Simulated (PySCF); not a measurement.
GeO, charge +1, doublet, at a GFN2-xTB geometry (a state made from the parent by changing its charge; the spin is typed, not shown lowest). Base run: PySCF with MN15/STO-3G.

Here is a job for PySCF.
```python
from pyscf import gto, scf, dft

mol = gto.Mole()
mol.atom = '''
    Ge   -0.00000000   -0.00000000   -0.32217216
    O     0.00000000    0.00000000    1.28868862
'''
mol.basis = 'sto-3g'
mol.charge = 1
mol.spin = 1
mol.verbose = 4
mol.build()

mf = dft.UKS(mol)
mf.xc = 'mn15'
mf.kernel()
```

Each row names what was changed in the base input (with any setting that the change needs).

| change | ΔE vs base (µEh) | grid points | electrons on the grid |
|---|---|---|---|
| base | 0.0 | 34728 | 39.00000 |
| grids.level = 4 | -14.0 | 58448 | 39.00000 |
| grids.atom_grid = (150, 974) | -13.6 | 147840 | 39.00000 |
| grids.level = 7 | -13.5 | 173592 | 39.00000 |
| grids.atom_grid = (75, 302) | 13.1 | 27120 | 39.00000 |
| grids.radi_method = delley | -7.0 | 35144 | 39.00000 |
| grids.prune = off | 0.0 | 61712 | 39.00000 |
| grids.level = 2 | 9.8 | 24248 | 39.00000 |
| grids.prune = dft.gen_grid.treutler_prune | 61.5 | 33128 | 39.00000 |
| small_rho_cutoff = 0 | 0.0 | 34728 | 39.00000 |
| grids.atom_grid = (99, 590) | -14.1 | 59680 | 39.00000 |

Open shells are given as the SCF converged; they aren't shown to be the lowest states, and a large step between rows can be another state.
